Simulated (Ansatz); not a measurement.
Reaction (ligand exchange at a Mg–O bond): `[OH][Mg][SH]` + CH₃SH → `C[S][Mg][SH]` + H₂O

Gas-phase electronic energies from Ansatz, PBE0-D4/def2-TZVP geometries. CCSD(T)/CBS adds triple-zeta CCSD(T) − MP2 to the extrapolated MP2 energy (def2 sets, frozen cores). This one scheme is used for every species. Functionals use def2-TZVPP. For Mg outer-core shells are correlated without core-valence functions, which leaves a few kJ/mol of doubt a bond. Each species was taken in one conformer, which may not be the lowest.

| level | ΔE (kJ/mol) |
| --- | --- |
| r2SCAN-D4 | 4.8 |
| CCSD/CBS(def2) | 6.1 |

What does CCSD(T)/CBS give? (An estimate is asked.)

Computed: +3.5 kJ/mol. The listed levels differ from it by 1.3, 2.6 kJ/mol.

Largest T1 diagnostic among the species: 0.010.

The D4 term adds −3.4 kJ/mol with B3LYP and −2.0 kJ/mol with PBE0; it sums over pairs of atoms, weighted by their polarisabilities, and B3LYP, whose exchange is more repulsive, gets the larger term.

B3LYP here is the variant with VWN-RPA as its local correlation; programs differ in this.
